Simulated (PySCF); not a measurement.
Gas-phase reaction: 2 SnF3 + 4 O ⇌ 2 SnO2 + 3 F2, at 1200 K and a standard pressure of 1 bar. Level: LDA/def2-TZVP†.

Method: PySCF energies plus ideal-gas RRHO corrections (1 bar). † marks an energy on the PBE0/def2-TZVP geometry and frequencies. Open shells (unrestricted): SnF3 (multiplicity 2), O (multiplicity 3, electronic degeneracy 9); the rest are closed-shell singlets. Spin-orbit splitting is ignored; it lowers the true energy and changes the entropy of O. Sn: scalar-relativistic def2 core potential, no spin-orbit coupling. SnF3, SnO2: computed as isolated molecules; such fragments, hydroxides, amides, oligomers or adducts are transient or little studied in the gas. The harmonic model lacks anharmonicity and excited electronic states, which grow with temperature; levels with a mode under 35 cm⁻¹ are left out.

```
species      E (Ha)  H(1200 K) − E (kJ/mol)  S°(1200 K) (J/mol/K)
-------  ----------  ----------------------  --------------------
SnF3     -511.82315                   101.2                 424.0
O         -74.52558                    24.9                 190.6
SnO2     -363.37187                    76.6                 334.4
F2       -198.33921                    46.3                 248.8
```
E: electronic energy; H − E holds the zero-point and thermal terms. 1 Ha = 2625.5 kJ/mol.

Task: Work out ΔH°, ΔS°, ΔG° and log10 K from these numbers.

Result: 1. ΔE = 2×(-363.37187) + 3×(-198.33921) − 2×(-511.82315) − 4×(-74.52558) = -0.01275 Ha = -33.5 kJ.
2. Δ(H − E) = 2×(76.6) + 3×(46.3) − 2×(101.2) − 4×(24.9) = -9.9 kJ, so ΔH° = -43.4 kJ.
3. ΔS° = 2×(334.4) + 3×(248.8) − 2×(424.0) − 4×(190.6) = -195.2 J/K; the number of gas molecules changes by -1.
4. ΔG° = ΔH° − TΔS° = -43.4 − 1200×(-195.2)/1000 = 190.8 kJ.
5. log10 K = −ΔG°/(RT ln 10) = -8.31, with RT ln 10 = 22.97 kJ/mol; at standard pressures the reactants are favoured.
6. A shift of 10 kJ in ΔE would move log10 K by 0.44 here.
For scale, ΔH°(298 K) is -23 kJ at this level, 542 kJ at ωB97M-V/def2-TZVP†, and runs from -23 to 1760 kJ over the 17 levels computed.
